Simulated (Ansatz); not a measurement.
Basis-set extrapolation for `C[B]OC` radical (PBE0-D4/def2-TZVP geometry, frozen core, Ansatz). Multiplicity 2, UHF reference.

```json
{"": "HF", "def2-TZVPP": "-178.835468", "def2-QZVPP": "-178.844275"}
{"": "MP2 correlation", "def2-TZVPP": "-0.661648", "def2-QZVPP": "-0.708076"}
{"": "CCSD(T) correlation", "def2-TZVPP": "-0.724539", "def2-QZVPP": "not run"}
```

Energies in hartree. Use E(X) = E(∞) + A·exp(−7.88·√X) for Hartree–Fock and E(X) = E(∞) + B·X^(−2.97) for correlation, with X = 3 and 4, and add CCSD(T) minus MP2 of the smaller set to the MP2 limit.

Q: What is the CCSD(T) energy at the basis-set limit?

A: HF limit: -178.844275 + (-0.008807) × 0.13774 = -178.84549. MP2 limit: -0.708076 + (-0.046428) × 0.74074 = -0.74247. Higher-order term: -0.724539 − (-0.661648) = -0.06289. Total: -179.65085 hartree, 238.5 kJ/mol below CCSD(T)/def2-TZVPP.
